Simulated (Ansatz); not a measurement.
One change: `C=C(F)CCl` becomes `C=C(F)BCl`.

Ansatz, PBE0-D4/def2-TZVP geometries, multiplicity 1. Each molecule was computed in one conformer, which needn't be the lowest.

```tsv
property	`C=C(F)CCl`
LUMO energy (PBE0/def2-TZVPP) / eV	-0.54
size of the dipole moment (ωB97M-V/def2-TZVPP) / D	2.31
HOMO–LUMO gap (B3LYP/def2-TZVPP) / eV	6.86
ideal-gas entropy at 298 K and 1 bar (rigid rotor, harmonic PBE0-D4/def2-TZVP) / J/(mol·K)	315
HOMO energy (ωB97M-V/def2-TZVPP) / eV	-10.10
zero-point energy (PBE0-D4/def2-TZVP) / kJ/mol	168.2
```

Problem. Give the same properties after the change, and the shifts. (Estimate.)

Solution. The calculation gave: 
| property | `C=C(F)BCl` | shift |
| --- | --- | --- |
| LUMO energy (PBE0/def2-TZVPP) / eV | -2.32 | -1.78 |
| size of the dipole moment (ωB97M-V/def2-TZVPP) / D | 2.03 | -0.28 |
| HOMO–LUMO gap (B3LYP/def2-TZVPP) / eV | 5.51 | -1.35 |
| ideal-gas entropy at 298 K and 1 bar (rigid rotor, harmonic PBE0-D4/def2-TZVP) / J/(mol·K) | 316 | 1 |
| HOMO energy (ωB97M-V/def2-TZVPP) / eV | -10.44 | -0.34 |
| zero-point energy (PBE0-D4/def2-TZVP) / kJ/mol | 128.4 | -39.8 |

With PBE0 the HOMO falls by 0.37 eV and the LUMO falls by 1.78 eV, so the gap narrows by about 1.41 eV. PBE moves the HOMO by -0.40 eV and ωB97M-V by -0.34 eV. The zero-point energy changes by -39.8 kJ/mol with -3 modes. Dipoles are sizes alone; their direction can turn.

B3LYP here is the variant with VWN-RPA as its local correlation; programs differ in this.
